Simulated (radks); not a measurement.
Task: Gd IV, configuration [Xe] 4f7. All-electron calculation, scalar-relativistic Kohn-Sham, r2SCAN, spin-polarised, spherical densities, finite nucleus; open shells are filled with parallel spins first (spin-orbit coupling, left out, can overturn this in heavy ions); meta-GGA in the generalised Kohn-Sham scheme; Fermi nuclear charge, rms radius 5.1569 fm. Program: a radial shooting solver on a logarithmic mesh with Libxc functionals. Some entries of the table are withheld. Estimate them.

orbital  occ.  eigenvalue (hartree)  <r^2> (bohr^2)  <1/r> (bohr^-1)
1s up       1             -1844.638       0.0006551            71.64
1s down     1             -1844.638       0.0006551            71.64
2s down     1             -306.1069         0.01027            16.63
2s up       1             -306.1063         0.01027            16.63
2p up       3             -272.3820        0.008285            15.52
2p down     3             -272.3819        0.008285            15.52
3s up       1             -68.89294         0.06811            6.112
3s down     1             -68.76937         0.06796            6.120
3p up       3             -58.38995         0.06838            5.739
3p down     3             -58.26625         0.06819            5.747
3d up       5             -44.51080         0.05759            5.436
3d down     5             -44.41473         0.05737            5.444
4s up       1             -14.85344          0.3453            2.564
4s down     1             -14.55884          0.3453            2.563
4p up       3             -11.37540          0.3896            2.359
4p down     3             -11.07960          0.3898            2.358
4d up       5              -6.54471          0.4695            2.079
4d down     5              -6.24697          0.4720            2.075
5s up       1                   (1)           1.942            1.007
5s down     1                   (2)           2.046           0.9749
5p up       3              -1.97184           2.567           0.8650
5p down     3              -1.87202           2.718           0.8340
4f up       7              -1.32107             (3)              (4)
4f down     0              -1.05147             (5)              (6)

Result: 
(1) 5s up eigenvalue (hartree): -2.84607
(2) 5s down eigenvalue (hartree): -2.70544
(3) 4f up <r^2> (bohr^2): 0.8923
(4) 4f up <1/r> (bohr^-1): 1.547
(5) 4f down <r^2> (bohr^2): 1.035
(6) 4f down <1/r> (bohr^-1): 1.494
